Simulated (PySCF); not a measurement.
**How methods differ on the ionisation energy of Gd³¹⁺**

Gd³¹⁺ [Ar] 3d10 4s2 4p3 [4p1/2^2 4p3/2^1, M_J = 3/2] → Gd³²⁺ [Ar] 3d10 4s2 4p2 [4p1/2^2, M_J = 0], as a difference of total energies. All numbers are calculated (PySCF 2.14, the two-component X2C-1e Hamiltonian, in an even-tempered Gaussian basis (17 s from 2.9 bohr⁻², ratio 2.8; 13 p from 3.8 bohr⁻², ratio 2.8; 8 d from 6.8 bohr⁻², ratio 2.8; 4 f from 18 bohr⁻², ratio 3)). Correlated levels: [Ne] frozen; the 74 highest virtual spinors dropped. "Screened" scales the spin-orbit matrix elements by Boettger's factors to mimic the two-electron term; Breit and QED terms are absent.

```
                    method  ionisation energy (eV)
           GHF (spin-free)                  1247.4
          GMP2 (spin-free)                  1248.3
 GHF (screened spin-orbit)                  1228.5
GMP2 (screened spin-orbit)                  1229.4
```

Breit and QED terms and the two-electron picture change are absent.

The spin-free rows relax to the high-spin LS determinant and lack the spin-orbit shift.

The labels give the starting determinants; with spin-orbit coupling the two ends relaxed to ⟨J²⟩ = 3.75, ⟨L²⟩ = 2.36, ⟨S²⟩ = 1.63 and ⟨J²⟩ = 0.00, ⟨L²⟩ = 1.36, ⟨S²⟩ = 1.36.

For comparison: 1233 ± 4 eV (theoretical estimate listed by NIST; NIST Atomic Spectra Database, ionization energies).
